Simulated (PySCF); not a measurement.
CH3Si, SMILES C=[SiH], multiplicity 2. Atoms are numbered in the order given.

```xyz
5

C     -0.0571    -1.0956     0.0000
Si     0.1201     0.5996     0.0000
H      0.7776    -1.7854     0.0000
H     -1.0478    -1.5434     0.0000
H     -1.0685     1.5087     0.0000
```
Charge 0, spin multiplicity 2.

Geometry: PBE0-D3(BJ)/def2-TZVP. The isomer is the one that the SMILES or the coordinates give; other isomers of the formula were not compared.

The numbers are results of B3LYP/pcH-1 (PySCF), not measurements.

Unrestricted Kohn–Sham, ⟨S²⟩ = 0.763. Hyperfine tensors hold the contact and dipolar terms, without spin-orbit corrections.

**Question.** Estimate the hyperfine couplings. (Estimate from the structure and the level; the computed values follow.)

**Answer.** 
| nucleus | A(iso) (MHz) | A(iso) (G) | dipolar principal values (MHz) |
|---|---|---|---|
| 13C no. 1 | 60.9 | 21.7 | -26.0, 0.8, 25.2 |
| 29Si no. 2 | -660.0 | -235.5 | -149.1, 53.9, 95.2 |
| 1H no. 3 | 4.6 | 1.6 | -5.8, -3.3, 9.1 |
| 1H no. 4 | 88.2 | 31.5 | -5.3, 1.3, 4.0 |
| 1H no. 5 | 230.1 | 82.1 | -6.6, -1.4, 8.0 |

**Question.** And the g tensor (effective nuclear charges for spin-orbit coupling, GIAO)? (Estimate from the structure and the level; the computed values follow.)

**Answer.** principal values 2.0008, 2.0030, 2.0049; isotropic 2.0029.
